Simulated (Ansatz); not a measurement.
C2H7As⁺, that is AsMe2H with one electron fewer. Total charge 1; doublet. Geometry PBE-D4/def2-SVP.

```xyz
10

As   -0.446   -0.578    0.471
C    -1.293    0.911   -0.418
H    -1.221    0.771   -1.513
H    -0.750    1.832   -0.108
H    -2.352    0.968   -0.101
C     1.403   -0.841   -0.016
H     1.795   -1.728    0.517
H     1.959    0.071    0.296
H     1.475   -0.982   -1.111
H    -0.570   -0.422    1.981
```

Question: Estimate the α-spin orbital energies around the gap (eV) in Ansatz with PBE-D4/def2-TZVP, PBE0-D4/def2-TZVP.

Answer: 
| orbital | PBE-D4/def2-TZVP | PBE0-D4/def2-TZVP |
| --- | --- | --- |
| HOMO−5 | -16.10 | -17.68 |
| HOMO−4 | -15.68 | -17.21 |
| HOMO−3 | -15.57 | -17.11 |
| HOMO−2 | -14.70 | -16.07 |
| HOMO−1 | -14.47 | -15.76 |
| HOMO | -12.01 | -13.27 |
| LUMO | -5.84 | -4.79 |
| LUMO+1 | -5.43 | -4.52 |
| LUMO+2 | -5.34 | -4.43 |
| LUMO+3 | -3.99 | -3.11 |
| LUMO+4 | -3.25 | -2.36 |
| LUMO+5 | -2.80 | -1.89 |
| β HOMO | -14.33 | -15.57 |
| β LUMO | -10.61 | -9.60 |
